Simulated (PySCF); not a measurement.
Fill in the blanks.

BH9O2Si3.
InChI=1S/BH9O2Si3/c2-1(3)6(4)5/h2-3,6H,4-5H3

Conformer (atom-mapped SMILES and torsion angles): `[OH:1][B:2]([OH:3])[SiH:4]([SiH3:5])[SiH3:6]`: O1–B2–Si4–Si5 -56°, H–O1–B2–O3 0°, H–O3–B2–O1 0°.

```json
{"property": "rotational constants A, B, C", "level": "PBE0-D3(BJ)/def2-SVP", "value": "1.686, 1.212, 0.877 GHz"}
{"property": "dipole moment", "level": "CAM-B3LYP/def2-SVPD", "value": "3.46 D"}
{"property": "HOMO energy", "level": "CAM-B3LYP/def2-SVPD", "value": "-8.90 eV"}
{"property": "LUMO energy", "level": "CAM-B3LYP/def2-SVPD", "value": "0.07 eV"}
{"property": "lowest singlet excitation", "level": "TDDFT CAM-B3LYP/def2-SVPD", "value": "?"}
{"property": "lowest triplet excitation (Tamm–Dancoff)", "level": "TDA CAM-B3LYP/def2-SVPD", "value": "5.53 eV"}
{"property": "static isotropic polarisability", "level": "CAM-B3LYP/def2-SVPD", "value": "115.0 au"}
{"property": "vertical ionisation energy", "level": "ΔSCF CAM-B3LYP/def2-SVPD", "value": "?"}
{"property": "electronic spatial extent ⟨r²⟩ about the centre of nuclear charge", "level": "CAM-B3LYP/def2-SVPD", "value": "1440 bohr²"}
{"property": "1H chemical shifts (computed TMS as zero) by class", "level": "GIAO PBE0/pcSseg-1", "value": "3.65 (6 H), 3.54 (2 H), 3.05 (1 H) ppm"}
{"property": "isotropic shieldings of nuclei other than C and H, by class", "level": "GIAO PBE0/pcSseg-1", "value": "?"}
{"property": "core binding energies", "level": "ΔSCF SCAN, pcX-2 on the ionised atom, pcseg-1 elsewhere, spin-free X2C, 2p3/2 from a spin–orbit splitting computed afterwards within the 2p shell", "value": "Si2p3/2 105.6, Si2p3/2 106.1 (×2), B1s 197.0, O1s 539.3 (×2), Si1s 1845.2, Si1s 1845.8 (×2) eV"}
```

The electronic properties come from PySCF, for the isolated species, density fitting. One conformer (not necessarily the lowest) at the PBE0-D3(BJ)/def2-SVP geometry, without solvent or vibrations. NMR classes are plain means over equivalent atoms (diastereotopic ones count apart unless rotation or inversion swaps them), as if these changed places fast; in this geometry the members of some classes differ.

Q: The isotropic shieldings of nuclei other than C and H, by class?

A: 68 (1 B), 187 (2 O), 454 (2 Si), 485 (1 Si) ppm.

Q: What is the vertical ionisation energy?

A: 9.53 eV.

Q: Give the lowest singlet excitation.

A: 6.45 eV (192 nm, f = 0.009).

The rotational constants make it an asymmetric top with κ = (2B − A − C)/(A − C) = -0.17, nearer the prolate limit (−1). In atomic units the dipole is 1.36 e·bohr (1 au = 2.5417 D). In wavenumbers S1 is 52100 cm⁻¹ (1 eV = 8065.54 cm⁻¹). The polarisability is 17.04 Å³ as a volume (1 au = 0.148185 Å³), or 1.60 au for each of the 72 electrons. The principal polarisabilities are 100.0, 121.7 and 123.2 au; their mean is the isotropic value. No computed singlet falls in the visible range (750 to 380 nm, 1.65 to 3.26 eV); S1 lies 3.19 eV above its blue end.

For the NMR shielding job (PBE0/pcSseg-1), hardware: one thread, Arm Neoverse N1 (aarch64), shared host with 64 logical CPUs at a one-minute load of 14. Cost: 28 s wall, 0.96 GiB resident at most.
